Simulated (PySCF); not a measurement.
SMILES F[Si](F)([GeH3])[GeH3], PBE0/def2-SVP optimised geometry.

```
11

F      1.71    -1.50    -0.11
Si     1.20     0.05     0.00
F      1.70     0.78    -1.36
Ge     2.34     1.06     1.83
Ge    -1.18     0.05     0.00
H      1.92     2.53     1.96
H      1.98     0.33     3.14
H      3.86     0.98     1.61
H     -1.71    -0.68    -1.25
H     -1.69     1.50     0.00
H     -1.70    -0.66     1.26
```

Density from PBE0/def2-TZVP in PySCF at that geometry.

Minimum of the electron density along straight lines between bonded atoms, close to the bond critical point (lines longer than 1.1 times the sum of covalent radii, or with two minima, are not listed):

| bond | length / Å | ρ at the minimum / e bohr⁻³ | ∇²ρ there / e bohr⁻⁵ | position (fraction from the first atom) |
|---|---|---|---|---|
| F1–Si2 | 1.627 | 0.131 | 0.87 | 0.58 |
| Si2–F3 | 1.627 | 0.130 | 0.87 | 0.42 |
| Si2–Ge4 | 2.383 | 0.094 | -0.14 | 0.50 |
| Si2–Ge5 | 2.383 | 0.094 | -0.14 | 0.50 |
| Ge4–H6 | 1.539 | 0.132 | 0.06 | 0.59 |
| Ge4–H7 | 1.539 | 0.132 | 0.06 | 0.59 |
| Ge4–H8 | 1.538 | 0.132 | 0.05 | 0.59 |
| Ge5–H9 | 1.538 | 0.132 | 0.05 | 0.59 |
| Ge5–H10 | 1.539 | 0.132 | 0.06 | 0.59 |
| Ge5–H11 | 1.539 | 0.132 | 0.06 | 0.59 |
